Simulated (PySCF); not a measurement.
Correlation energy of C²⁺ (carbon, charge +2)

[He] 2s2, closed-shell 1S. Computed with PySCF 2.14 in x2c-SVPall, with the spin-free X2C one-electron Hamiltonian (Gaussian nucleus). Frozen: 1s2; 2 electrons correlated.

Total MP2 correlation energy: -40.08 mhartree.

Same-spin part 0.00 and opposite-spin part -40.08 mhartree; SCS-MP2 scales them by 1/3 and 6/5 to -48.10 mhartree.

With two correlated electrons CCSD is exact within the correlated space (frozen core and kept virtual orbitals).

| level | correlation energy (mhartree) |
| --- | --- |
| CCSD | -73.07 |

Diagnostics: T1 = 0.0091, D1 = 0.0128, largest double amplitude 0.163.

Question: Is a single reference adequate?

Answer: Not fully. A double-excitation amplitude exceeds 0.15, a sign of near-degeneracy.
